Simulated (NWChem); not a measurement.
Species: water (H2O); SMILES O

```xyz
3

O      0.0000     0.0000     0.1333
H      0.7542     0.0000    -0.4650
H     -0.7542     0.0000    -0.4650
```
Atoms are numbered in this order, from 1.

The geometry was optimised at PBE0/def2-SVP. Not confirmed as a minimum by frequencies.

Q: Give the principal values of the shielding tensors (ppm) of O1 from PBE0/pcSseg-2, GIAO (NWChem), with their diamagnetic and paramagnetic parts as GIAO splits them.

A: 
```tsv
atom	σ11	σ22	σ33	isotropic	diamagnetic	paramagnetic
O1	305.1	319.7	359.6	328.1	382.7	-54.6
```
